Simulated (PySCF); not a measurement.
# Bond lengths and vibrations by method: BGeH3NO anion

Calculated results; nothing here was measured. They come from PySCF 2.14.0, an open-source quantum chemistry program, on an isolated molecule that a program drew, which may never have been made. The molecule is BGeH3NO anion (charge -1, singlet), drawn as the SMILES string `[O-]B[N]=[GeH2]`.

The geometry was optimised and harmonic frequencies were computed with HF and MP2, all in the aug-cc-pVDZ basis, for the commonest isotopes, with a restricted reference for singlets and an unrestricted one otherwise, and a frozen core in MP2. Germanium has the aug-cc-pVDZ-PP basis, with a core potential (ECP10MDF) in place of its 10 inner electrons, and its 3s, 3p and 3d shells are frozen in MP2. Each result is a local minimum of its method.

Geometry at the HF minimum:
```xyz
7
BGeH3NO anion, angstrom
O    -0.4321    0.2283   -0.2013
B    -0.3375   -0.2068    1.0028
N    -1.0521    0.4035    2.2142
Ge   -1.4169    2.0305    1.9644
H     0.3581   -1.1815    1.3518
H    -2.1816    2.8174    3.0556
H    -1.0030    3.0138    0.8678
```

Lengths of the bonds as drawn, in Å (atoms numbered as above):
```
  bond     HF    MP2
 O1-B2  1.284  1.312
 B2-N3  1.533  1.562
N3-Ge4  1.686  1.748
 B2-H5  1.247  1.245
Ge4-H6  1.548  1.557
Ge4-H7  1.530  1.548
```

Rotational constants, in GHz:
```
constant     HF    MP2
       A  14.95  14.21
       B  2.973  2.815
       C  2.504  2.408
```

Harmonic frequencies in cm^-1, each column in rising order, so a row needn't be the same motion in every method:
```
rank,HF,MP2
1,104,80
2,158,195
3,332,309
4,554,498
5,568,505
6,688,601
7,806,702
8,948,845
9,961,888
10,1063,934
11,1159,1058
12,1548,?
13,2126,2064
14,2209,2092
15,2301,2323
```

**Estimate the missing MP2 frequency from the HF column.**

A single factor s that minimises the squared misfit of MP2 against s times HF over the other rows is sum(HF x MP2) / sum(HF^2) = 0.9533, with an rms misfit of 55 cm^-1. For rank 12 it gives 0.9533 x 1548 = 1476 cm^-1. The calculation gives 1417 cm^-1, 59 cm^-1 below the estimate. The drawn bonds are on average 1.6 % longer in MP2 than in HF.
